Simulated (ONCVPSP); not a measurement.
**osmium (Os) ONCV: all-electron and pseudo phase curves**

- Element: osmium
- Generator: ONCVPSP 4.0.1
- Type: optimised norm-conserving Vanderbilt (ONCV)
- Functional: PBEsol
- Relativity: scalar-relativistic
- Frozen core: [Kr] 4d10 4f14
- Valence charge: 16
- Reference configuration: 5s2 5p6 5d6 6s1 (charge +1)
- Partial waves: 5s+6s: rc 1.45 bohr, ncon 3, nbas 6, qcut 6.8 1/bohr, 2 projectors; 5p: rc 1.65 bohr, ncon 4, nbas 7, qcut 9.8 1/bohr, 3 projectors, debl 0.5 Ha; 5d: rc 2.05 bohr, ncon 3, nbas 7, qcut 9 1/bohr, 2 projectors, debl 3.5 Ha
- Local potential: polynomial inside 1.25 bohr (lpopt 5, dvloc0 -1 Ha)
- Core correction: polynomial model core, fcfact 0.45

In the p channel the program set the typed energies aside and used -2.166, 0.250, 0.750 Ha.

The phase is arctan(r·R′/R) of the radial function R(r), unwrapped; energies in Ha, scanned from -5 to 5 Ha. A pole is an energy at which the radial function vanishes at the test radius. The pseudo phase is shifted by a multiple of π to meet the all-electron one at the reference energy, and phase errors are pseudo minus all-electron; the curves can meet again beyond the range given. Levels narrower than the energy grid can be missing from the lists of poles.

Question: For each channel, where are the poles, and over which energies does the pseudopotential scatter like the atom?

Answer:

```csv
channel,radius (bohr),reference energy (Ha),"poles, all-electron","poles, pseudo",unbroken range about the reference energy with phases within 0.05 rad,phase error 1 Ha above the reference energy (rad)
s,1.47,-0.48,-2.71,-2.71,below 4.4,-0.000
p,1.68,-2.17,-1.41,-1.41,the whole range,+0.000
d,2.08,-0.52,0.14,0.14,the whole range,-0.000
```

Phases in the s channel:

```tsv
E (Ha)	all-electron	pseudo
-4.96	0.521	0.521
-4.48	-0.363	-0.364
-4.00	-1.086	-1.086
-3.52	-1.372	-1.372
-3.04	-1.509	-1.509
-2.56	-1.593	-1.594
-2.08	-1.655	-1.655
-1.60	-1.707	-1.707
-1.12	-1.756	-1.756
-0.64	-1.808	-1.808
-0.16	-1.867	-1.867
0.32	-1.943	-1.943
0.80	-2.046	-2.047
1.28	-2.203	-2.206
1.76	-2.463	-2.472
2.24	-2.898	-2.924
2.72	-3.453	-3.498
3.20	-3.884	-3.931
3.68	-4.140	-4.185
4.16	-4.293	-4.340
4.64	-4.391	-4.446
```
